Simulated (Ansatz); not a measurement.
Consider the redistribution: `[AlH2][NH][SiH3]` + `F[C@H]1C[C@@H]1[GeH3]` → `F[C@H]1C[C@@H]1[AlH2]` + `[SiH3][NH][GeH3]`.

Calculated with Ansatz (gas phase, PBE0-D4/def2-TZVP geometries, no zero-point term in ΔE). CBS: MP2 limit from def2 TZ/QZ plus the TZ coupled-cluster correction, frozen cores. For Ge outer-core shells are correlated without core-valence functions, which leaves a few kJ/mol of doubt a bond. Scalar relativity is left out up to krypton.

```csv
species,MP2/CBS(def2) energy (Eh)
`[AlH2][NH][SiH3]`,-589.38756
`F[C@H]1C[C@@H]1[GeH3]`,-2294.14775
`F[C@H]1C[C@@H]1[AlH2]`,-459.44377
`[SiH3][NH][GeH3]`,-2424.05852
```

(1) Work out ΔE.

Largest T1 diagnostic among the species: 0.011.

Results:

(1) ΔE = (-459.44377) + (-2424.05852) − (-589.38756) − (-2294.14775) = 0.03302 Eh = +0.90 eV. CCSD(T)/CBS gives +0.89 eV.

In def2-TZVPP, CCSD(T) changes the Hartree–Fock value by +0.07 eV (the triples alone add +0.00 eV) and MP2 by +0.08 eV.
